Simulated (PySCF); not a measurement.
## Radial density of F (fluorine, neutral)

r2SCANh, [He] 2s2 2p5, 2P determinant. Computed with PySCF 2.14 in def2-TZVPPD (6s4p3d1f, 40 functions), with the non-relativistic Hamiltonian (point nucleus).

```tsv
r (bohr)	4πr²ρ (e/bohr)	4πr²(ρα − ρβ)
0.00240	0.03116	0.0000
0.00404	0.08585	0.0000
0.00680	0.2306	0.0000
0.0114	0.6008	0.0000
0.0192	1.477	0.0001
0.0324	3.306	0.0006
0.0545	6.308	0.0033
0.0916	9.268	0.0175
0.154	8.954	0.0775
0.259	5.190	0.2803
0.436	4.518	0.6885
0.733	6.235	0.9205
1.23	3.847	0.5247
2.07	0.8493	0.0980
3.49	0.05826	0.0036
5.87	0.0004247	-0.0001
```
